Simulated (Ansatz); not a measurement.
Computed with Ansatz on PBE0-D4/def2-TZVP structures; ΔE is electronic, products minus reactants. CBS: MP2 limit from def2 TZ/QZ plus the TZ coupled-cluster correction, frozen cores. Elements past krypton have def2 core potentials. For Br, Sn outer-core shells are correlated without core-valence functions, which leaves a few kJ/mol of doubt a bond. Scalar relativity is left out up to krypton. One conformer a species, not always the lowest.

Consider the redistribution: `C=[CH][SnH2][Br]` + `C[SiH](O)S` → `[OH][SnH2][Br]` + `C=C[SiH](C)S`.

```tsv
species	CCSD(T)/CBS(def2) energy (Eh)
`C=[CH][SnH2][Br]`	-2866.46631
`C[SiH](O)S`	-803.78841
`[OH][SnH2][Br]`	-2864.37583
`C=C[SiH](C)S`	-805.85371
```

**Question.** Work out ΔE.

**Answer.** ΔE = (-2864.37583) + (-805.85371) − (-2866.46631) − (-803.78841) = 0.02518 Eh = +0.69 eV.

**Question.** What do rigid-rotor, harmonic-oscillator terms from PBE0-D4/def2-TZVP frequencies (298.15 K, 1 bar) make of the CCSD(T)/CBS value? (An estimate is asked.)

**Answer.** Ansatz gave: ΔZPE = -0.01 eV, ΔH = +0.68 eV, ΔS = 7 J/(mol·K), ΔG = +0.66 eV.

Largest T1 diagnostic among the species: 0.011.

From PBE to PBE0 (25 % exact exchange), in def2-TZVPP and without D4, ΔE moves by +0.06 eV. Leaving LDA and LC-ωPBE aside and taking each functional with its dispersion term where it has one, the values, not all of them listed here, spread over 0.15 eV, from revPBE-D4 to BHLYP-D4. LDA lies +0.11 eV from PBE without D4.
